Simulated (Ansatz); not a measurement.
`NC(S)[SiH2]Cl` and `NC(S)O[SiH3]` differ in one atom or group.

Ansatz, PBE0-D4/def2-TZVP geometries, multiplicity 1. Each molecule was computed in one conformer, which needn't be the lowest.

```json
{"property": "LUMO energy (ωB97M-V/def2-TZVPP) / eV", "`NC(S)[SiH2]Cl`": "1.53"}
{"property": "size of the dipole moment (PBE/def2-TZVPP) / D", "`NC(S)[SiH2]Cl`": "0.50"}
{"property": "HOMO–LUMO gap (PBE0/def2-TZVPP) / eV", "`NC(S)[SiH2]Cl`": "6.77"}
{"property": "size of the dipole moment (ωB97M-V/def2-TZVPP) / D", "`NC(S)[SiH2]Cl`": "0.33"}
{"property": "LUMO energy (PBE/def2-TZVPP) / eV", "`NC(S)[SiH2]Cl`": "-1.20"}
{"property": "HOMO energy (ωB97M-V/def2-TZVPP) / eV", "`NC(S)[SiH2]Cl`": "-9.35"}
```

Problem. Give the same properties after the change, and the shifts. (An estimate is asked.)

Solution. The calculation gave: 
```json
{"property": "LUMO energy (ωB97M-V/def2-TZVPP) / eV", "`NC(S)O[SiH3]`": "1.77", "shift": "0.24"}
{"property": "size of the dipole moment (PBE/def2-TZVPP) / D", "`NC(S)O[SiH3]`": "1.59", "shift": "1.09"}
{"property": "HOMO–LUMO gap (PBE0/def2-TZVPP) / eV", "`NC(S)O[SiH3]`": "7.25", "shift": "0.48"}
{"property": "size of the dipole moment (ωB97M-V/def2-TZVPP) / D", "`NC(S)O[SiH3]`": "1.60", "shift": "1.27"}
{"property": "LUMO energy (PBE/def2-TZVPP) / eV", "`NC(S)O[SiH3]`": "-0.82", "shift": "0.38"}
{"property": "HOMO energy (ωB97M-V/def2-TZVPP) / eV", "`NC(S)O[SiH3]`": "-9.41", "shift": "-0.06"}
```

With PBE0 the HOMO falls by 0.07 eV and the LUMO rises by 0.42 eV, so the gap widens by about 0.49 eV. PBE moves the HOMO by -0.16 eV and ωB97M-V by -0.06 eV. Dipoles are sizes alone; their direction can turn.
